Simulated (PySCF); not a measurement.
# Peak assignment

Molfile (atoms numbered from 1):
```
C4H10F2Si2
     RDKit          3D

 18 17  0  0  0  0  0  0  0  0999 V2000
    3.2060    0.2793    0.1165 C   0  0  0  0  0  0  0  0  0  0  0  0
    1.6235   -0.7633    0.1065 Si  0  0  0  0  0  4  0  0  0  0  0  0
    0.1765    0.4369   -0.1107 C   0  0  0  0  0  0  0  0  0  0  0  0
   -1.1223    0.1429   -0.1120 C   0  0  0  0  0  0  0  0  0  0  0  0
   -2.5407    1.3918   -0.2750 Si  0  0  0  0  0  4  0  0  0  0  0  0
   -1.5624   -1.2703    0.0954 C   0  0  0  0  0  0  0  0  0  0  0  0
   -1.7578   -1.5232    1.4206 F   0  0  0  0  0  0  0  0  0  0  0  0
   -2.7630   -1.5075   -0.4966 F   0  0  0  0  0  0  0  0  0  0  0  0
    3.2139    0.9829    0.9443 H   0  0  0  0  0  0  0  0  0  0  0  0
    4.0855   -0.3493    0.2138 H   0  0  0  0  0  0  0  0  0  0  0  0
    3.3113    0.8501   -0.8019 H   0  0  0  0  0  0  0  0  0  0  0  0
    1.6512   -1.7042   -1.0250 H   0  0  0  0  0  0  0  0  0  0  0  0
    1.4899   -1.5076    1.3633 H   0  0  0  0  0  0  0  0  0  0  0  0
    0.4310    1.4840   -0.2269 H   0  0  0  0  0  0  0  0  0  0  0  0
   -1.9256    2.7205   -0.2759 H   0  0  0  0  0  0  0  0  0  0  0  0
   -3.4399    1.2318    0.8655 H   0  0  0  0  0  0  0  0  0  0  0  0
   -3.2337    1.1345   -1.5365 H   0  0  0  0  0  0  0  0  0  0  0  0
   -0.8521   -2.0231   -0.2772 H   0  0  0  0  0  0  0  0  0  0  0  0
  1  2  1  0
  2  3  1  0
  3  4  2  0
  4  5  1  0
  4  6  1  0
  6  7  1  0
  6  8  1  0
  1  9  1  0
  1 10  1  0
  1 11  1  0
  2 12  1  0
  2 13  1  0
  3 14  1  0
  5 15  1  0
  5 16  1  0
  5 17  1  0
  6 18  1  0
M  END
```

All values are calculated (PySCF 2.14.0 with density-fitted response routines): geometry: GFN2-xTB, σ from GIAO-PBE0/pcSseg-1. Non-relativistic Hamiltonian, single conformer, one averaged value for each set of equivalent atoms, no solvent model.

δ = σ(ref) − σ, references computed at the same level: ¹³C (σ = 186.93 ppm) and ¹H (σ = 31.72 ppm) vs TMS.

(1) Assign these signals to the numbered atoms. ¹³C{¹H} NMR (computed): δ 164.6, 156.7, 122.0, -7.5.

(2) Assign these signals to the numbered atoms. ¹H NMR (500 MHz, computed): δ 7.07 (m, 1H), 6.50 (m, 1H), 4.64 (m, 2H), 4.28 (s, 3H), 0.30 (t, 3H).

Results:

(1) 
164.6 → C4, fully substituted alkene carbon: as expected for a trigonal carbon in a double bond
156.7 → C3, alkene CH: the olefinic region
122.0 → C6, allylic sp3 CH bonded to 2 F: 2 electronegative neighbours deshield it
-7.5 → C1, methyl carbon bonded to Si: an electropositive neighbour leaves it electron-rich and shielded

(2) 
```tsv
δ (ppm)	atoms	environment	reason
7.07	H14	hydrogen on an alkene CH	attached to an sp2 carbon and in the plane of the double bond
6.50	H18	hydrogen on an allylic sp3 CH bonded to 2 F	its carbon carries F, an electronegative neighbour
4.64	H12/H13	hydrogen on a silicon bonded to 2 C	–
4.28	H15/H16/H17	hydrogen on a silicon bonded to C	–
0.30	H9/H10/H11	hydrogen on a methyl carbon bonded to Si	an electropositive neighbour shields it, as in TMS itself
```

Splittings by ¹⁹F in the carbon and heteronuclear signals aren't shown, as no couplings were computed. Shifts are as computed. Against solution values, carbons near 30 ppm lie about +3 ppm off and those near 130 ppm about +5 ppm. Of 1211 compounds with measured shifts, 218 miss one by over three times the rms of a fit or turn the order of signals round; such compounds aren't used in these exercises. No couplings were computed; multiplicities are counted from neighbouring protons, with m where these are inequivalent, close in shift, in a saturated or five-membered ring or joined by F or P, and br s for small geminal =CH2 splittings.
